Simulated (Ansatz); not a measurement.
Harmonic frequencies (cm⁻¹) at PBE0-D4/def2-TZVP from Ansatz: 22, 49, 64, 242, 426, 601, 617, 719, 729, 742, 879, 954, 954, 958, 989, 1131, 2234, 2244, 2252, 2259, 2273.

Each molecule was computed in one conformer, which needn't be the lowest.

Which molecule is it?
A. `[SiH3]O[SiH2]Br`
B. `C[SiH](O)Cl`
C. `N[SiH2]N`
D. `O[SiH2][SiH2]Br`

A.
